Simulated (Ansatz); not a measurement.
```yaml
crystal:
  periodic: [false, false, false]
  atoms:
    - {symbol: P, position_ang: [-0.710643, 1.159703, -1.390381]}
    - {symbol: Si, position_ang: [0.664185, 0.105495, 0.040817]}
    - {symbol: Se, position_ang: [-0.522610, -1.391112, 1.289936]}
    - {symbol: H, position_ang: [-1.638828, 1.472256, -0.394077]}
    - {symbol: H, position_ang: [-1.688828, 1.422256, -0.394077]}
    - {symbol: H, position_ang: [1.308575, 1.122520, 0.910943]}
    - {symbol: H, position_ang: [1.720725, -0.585230, -0.742306]}
    - {symbol: H, position_ang: [0.654289, -1.846321, 2.044917]}
basis:
  gaussian: {orbitals: "6-31G*"}
hamiltonian: {xc: {name: r2SCAN0}, pseudopotentials: {relativity: scalar}}
scf: {lower_state_search: off}
output: {forces: true}
```

```sh
$ ansatz run in.yaml --threads 2 --pin off --events-out ev --progress --plain --max-ram 4352MiB
```

Output, abridged:

```
Functional definition: r2SCAN0
820 factors; integrals over basis functions are off by at most 5.2e-4 eV
mean field evaluation 1: about -83063.2374 eV, gradient 1.4e1 eV
mean field evaluation 2: about -83063.5498 eV, gradient 1.1e1 eV
mean field evaluation 4: about -83063.7868 eV, gradient 4.4e-1 eV
mean field evaluation 8: about -83064.1731 eV, gradient 1.2e-1 eV
mean field evaluation 16: about -83064.1732 eV, gradient 1.8e-5 eV
mean field -83064.17320765 eV, -3052.5520624622 hartree, gradient 4.0e-6 eV, S^2 0.000000; 0 other end points of the search recorded, 0 dependent functions left out
reference -83064.17321546 eV, -3052.5520627493 hartree; 34, 34 occupied and 49, 49 virtual orbitals, 820 factors
Total energy: -83064.17321546 eV, -3052.5520627493 hartree
Relativity: scalar
Atom 0 at    -0.710643     1.159703    -1.390381 Å, force     3.905200    -1.400915    -4.485584 eV/Å
Atom 1 at     0.664185     0.105495     0.040817 Å, force    -0.381784     0.431961     0.190713 eV/Å
Atom 2 at    -0.522610    -1.391112     1.289936 Å, force     0.083583    -0.090261    -0.020531 eV/Å
Atom 3 at    -1.638828     1.472256    -0.394077 Å, force  2016.777200  2019.154574     1.997956 eV/Å
Atom 4 at    -1.688828     1.422256    -0.394077 Å, force -2020.322279 -2018.080907     2.270300 eV/Å
Atom 5 at     1.308575     1.122520     0.910943 Å, force     0.126024    -0.252567     0.162741 eV/Å
Atom 6 at     1.720725    -0.585230    -0.742306 Å, force    -0.139435     0.171035    -0.164344 eV/Å
Atom 7 at     0.654289    -1.846321     2.044917 Å, force    -0.048509     0.067080     0.048749 eV/Å
Dipole moment:     0.078430     0.101021     0.237206 e Å
Checks for a lower state left out: stability, starts, cluster_reference, orbital_swaps, neighbouring_geometries, increment
```

In this input one atom was put on top of another. The run converged. The result belongs to that input, not to the molecule as meant.
